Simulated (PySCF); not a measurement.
**Structure from NMR data**

An unknown has the formula C10H8Si. Its calculated NMR data are:

$^{1}$H NMR (400 MHz, computed): δ 8.30 (d, 1H), 7.86 (d, 1H), 7.83 (d, 1H), 7.43 (m, 1H), 6.51 (m, 1H), 4.92 (m, 2H), 3.04 (s, 1H).

$^{13}$C{$^{1}$H} NMR (computed): δ 159.7 (CH), 158.5 (C), 141.5 (CH), 139.9 (CH), 139.8 (C), 135.0 (CH), 132.0 (CH), 121.8 (C), 91.3 (CH), 87.2 (C).

[PySCF: geometry from GFN2-xTB; σ from GIAO-PBE0/pcSseg-1; one conformer; non-relativistic Hamiltonian; one averaged value for each set of equivalent atoms; no solvent model]

δ = σ(ref) − σ, references computed at the same level: $^{1}$H, $^{13}$C against TMS.

**Question.** Propose a structure and justify it.

**Answer.** 
1. Rings plus π bonds: 8 (2 rings in the answer).
2. 10 carbon signals for 10 carbons: no two carbons are equivalent.
3. Carbon types of the structure: 4 × C, 6 × CH, leaving 2 H on heteroatoms.
4. δC 159.7, 135.0: alkene CH; the olefinic region.
5. δC 158.5, 139.8, 121.8: substituted aromatic carbon.
6. δC 141.5, 139.9, 132.0: aromatic CH.
7. δC 91.3: terminal alkyne carbon; the triple bond shields along its axis, which puts it between sp3 and sp2 carbons.
8. δC 87.2: alkyne carbon; the triple bond shields along its axis, which puts it between sp3 and sp2 carbons.
9. δH 7.86, 7.83, 7.43: hydrogen on an aromatic CH; ring-current deshielding.
10. δH 3.04: hydrogen on a terminal alkyne carbon; it lies on the axis of the triple bond, in its shielding cone.

The compound is SMILES C#Cc1cccc2c1C=C[SiH2]2.

The shifts were computed for this structure.

Shifts are as computed. Against solution values, carbons near 30 ppm lie about +3 ppm off and those near 130 ppm about +5 ppm. Of 1211 compounds with measured shifts, 218 miss one by over three times the rms of a fit or turn the order of signals round; such compounds aren't used in these exercises. No couplings were computed; multiplicities are counted from neighbouring protons, with m where these are inequivalent, close in shift, in a saturated or five-membered ring or joined by F or P, and br s for small geminal =CH2 splittings.
